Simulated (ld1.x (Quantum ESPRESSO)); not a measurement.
## tungsten (W): one change to a TM potential, before and after

ld1.x (Quantum ESPRESSO) 7.5 input, shortened:

```
&input
   title='W', zed=74., rel=1, dft='PZ', iswitch=3,
   config='[Xe] 4f14 5d4 6s0 6p0'
 /
 &inputp
   pseudotype=2, tm=.true., lloc=-1, rcloc=3.10,
   nlcc=.false.
 /
3
6S  1  0   0.00   0.00  2.50  2.50  0.0
6P  2  1   0.00   0.00  3.10  3.10  0.0
5D  3  2   4.00   0.00  2.15  2.15  0.0
 &test
   configts(1)='5d4 6s0 6p0'
 /
```

All-electron outer shells of the reference configuration (LDA (PZ), scalar-relativistic, ld1.x):

```tsv
shell	level (eV)	outermost node (bohr)	outermost maximum (bohr)
4f	-49.69	–	0.43
5d	-20.20	0.63	1.49
6s	-19.64	1.27	2.48
6p	-13.17	1.51	3.07
```

Change: core correction a·sin(br)/r model core inside 2.06 bohr.

Cutoffs: the cutoffs (Ry, on a coarse ladder) from which the occupation-weighted sum of valence levels, in a spherical-Bessel basis at the reference potential, stays within 10 and 1 mRy of its value at 400 Ry; they do not see the model core or the augmentation charge, which bear on the density cutoff. Errors are all-electron minus pseudo energies relative to the spin-unpolarised reference configuration.

Q: Predict the effect on cutoff, ghosts and configuration errors.

A: The potential gets neither clearly harder nor softer (30 Ry and 35 Ry → 30 Ry and 35 Ry); of the 9 tests that both files solve, the error grows in 3 and shrinks in 6 by more than 15 % and 0.3 meV (median size 37.5 → 75.5 meV); neither file shows a bound ghost. A model core, the more so a compact one, raises the density cutoff, which this test does not measure.

```tsv
quantity	base	changed
cutoff, loose	30 Ry	30 Ry
cutoff, tight	35 Ry	35 Ry
bound ghosts	none	none
error for 5d4 6s2 6p0, meV [ΔE -25.16 eV]	+85	-8.9
error for 5d4 6s1 6p0, meV [ΔE -16.03 eV]	+33	-1.8
error for 5d3 6s0 6p0, meV [ΔE 25.70 eV]	-16	-104
error for 5d4 6s1 6p1, meV [ΔE -20.59 eV]	+60	+4.1
error for 5d4 6s0 6p2, meV [ΔE -15.72 eV]	+38	+7.5
error for 5d3 6s2 6p0, meV [ΔE -16.10 eV]	+18	-75
error for 5d2 6s0 6p0, meV [ΔE 63.25 eV]	+13	-477
error for 5d4 6s0 6p0 (spin-polarised), meV [ΔE -2.36 eV]	+2820	+992
error for 5d4 6s2 6p0 (spin-polarised), meV [ΔE -27.09 eV]	+2279	+816
s: phases at 3.37 bohr within 0.05 rad from the reference energy up to (Ry; the scan ends near 5)	-0.1	-0.1
p: phases at 3.37 bohr within 0.05 rad from the reference energy up to (Ry; the scan ends near 5)	0.3	0.3
d: phases at 3.37 bohr within 0.05 rad from the reference energy up to (Ry; the scan ends near 5)	-0.1	-0.1
```
